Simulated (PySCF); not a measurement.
B₂F₃, charge +1, multiplicity 1. Atoms are numbered in the order given.

```xyz
5

F      0.0000     0.0000     2.2950
B      0.0000     0.0000     1.0744
B      0.0000     0.0000    -0.6957
F      0.0000    -1.1550    -1.2527
F      0.0000     1.1550    -1.2527
```
Charge +1, spin multiplicity 1.

Coordinates come from a PBE0-D3(BJ)/def2-SVP optimisation. The multiplicity is an assumed one; other spin states were not compared. The isomer is the one that the SMILES or the coordinates give; other isomers of the formula were not compared. Other conformers were not sampled.

Computed with TDDFT-PBE0/def2-SVPD run with PySCF.

Vertical excitations. The molecule is in vacuum. State labels are in the subgroup C2v.

Computed lowest excited states:
```csv
state,symmetry,energy (eV),λ (nm),f,main pairs
S1,B1,6.80,182,0.034,HOMO→LUMO 99 %
S2,A2,7.41,167,0.000,HOMO−1→LUMO 99 %
S3,B2,7.72,161,0.022,"HOMO→LUMO+1 72 %, HOMO−2→LUMO 27 %"
S4,B2,8.30,149,0.094,"HOMO−2→LUMO 72 %, HOMO→LUMO+1 27 %"
S5,A1,8.60,144,0.015,HOMO−1→LUMO+1 95 %
S6,B1,8.73,142,0.001,HOMO−2→LUMO+1 100 %
S7,A1,9.64,129,0.044,HOMO−3→LUMO 92 %
S8,A2,10.23,121,0.000,HOMO−3→LUMO+1 100 %
S9,B1,10.43,119,0.027,HOMO−4→LUMO 95 %
S10,A2,10.47,118,0.000,HOMO−5→LUMO 95 %
T1,B1,5.28,235,0,HOMO→LUMO 94 %
T2,B2,6.16,201,0,HOMO→LUMO+1 93 %
T3,A2,7.28,170,0,HOMO−1→LUMO 98 %
T4,B2,7.33,169,0,HOMO−2→LUMO 97 %
```
Triplets are in the Tamm–Dancoff approximation, which puts them higher than full response would, so one can lie above its singlet here.
